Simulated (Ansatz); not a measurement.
Consider the substitution at a C–C bond: `FCC#CC(F)(F)F` + `N=C=O` → `O=C=NCF` + `C#CC(F)(F)F`.

Program: Ansatz. Geometries: PBE0-D4/def2-TZVP. ΔE: electronic, gas phase. CCSD(T)/CBS is the MP2 limit (def2-TZVPP, def2-QZVPP) plus CCSD(T) − MP2 in def2-TZVPP, frozen cores. This one scheme is used for every species. Functionals use def2-TZVPP. Each species was taken in one conformer, which may not be the lowest.

Problem. Is it downhill or uphill in electronic energy at CCSD(T)/CBS, and by how much? (Estimate.)

Solution. Ansatz gave: Uphill: ΔE = +5.5 kcal/mol.

Problem. What do these levels give: CAM-B3LYP-D4, B2PLYP, BHLYP, LC-ωPBE, CCSD/def2-SVP, CCSD(T)/def2-TZVPP? (Best estimate.)

Solution. Ansatz gave: CAM-B3LYP-D4 5.4, B2PLYP 5.7, BHLYP 5.5, LC-ωPBE 5.8, CCSD/def2-SVP 3.5, CCSD(T)/def2-TZVPP 5.4 kcal/mol.

Largest T1 diagnostic among the species: 0.018.

In def2-TZVPP, CCSD(T) changes the Hartree–Fock value by +0.8 kcal/mol (the triples alone add +0.0 kcal/mol) and MP2 by +1.1 kcal/mol. At CCSD(T), def2-SVP lies −2.0 kcal/mol from the extrapolated value and def2-TZVPP −0.1 kcal/mol.
